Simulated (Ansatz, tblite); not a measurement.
Cost and result up the ladder for cis-[VF2(H2O)4]+ (VO₄F₂H₈⁺) (15 atoms). Total charge 1; triplet. Geometry: PBE0-D4/def2-SVP.

```xyz
15

V    -0.424   -0.058   -0.116
F    -0.933   -0.687   -1.685
O     0.802    0.596    1.518
H     1.471    0.003    1.887
H     0.283    0.935    2.262
F    -1.787    0.328    0.937
O     1.585   -0.274   -0.834
H     2.120    0.526   -0.943
H     1.635   -0.755   -1.673
O    -0.493    1.852   -0.979
H    -1.052    2.495   -0.519
H    -0.866    1.765   -1.870
O    -0.482   -1.992    0.689
H    -0.621   -2.688    0.030
H    -1.239   -2.047    1.294
```

Ansatz on 4 threads of Intel Xeon 6975P-C on a shared host; xTB runs through tblite on one thread. Times are rough, summed over both states, and most runs start from the orbitals of an earlier one. PBE0-D4/def2-TZVP serves as the yardstick here, not as an exact answer. The other state is a doublet, and no other spin of it was run.

The xTB rows come from tblite.

Raw xTB energies of ions are shifted by several eV, and xTB has no spin-polarisation term.

| level | functions | wall time | vertical IE (eV) | difference from PBE0-D4/def2-TZVP (eV) |
| --- | --- | --- | --- | --- |
| GFN2-xTB | 41 | 0.012 s | 17.32 | 4.14 |
| GFN1-xTB | 49 | 0.02 s | 18.12 | 4.94 |
| PBE-D4/def2-TZVP (with forces) | 279 | 8.5 s | 12.18 | -1.00 |
| r2SCAN-D4/def2-TZVP (with forces) | 279 | 16 s | 12.66 | -0.53 |
| PBE0-D4/def2-TZVP | 279 | 36 s | 13.18 | 0.00 |
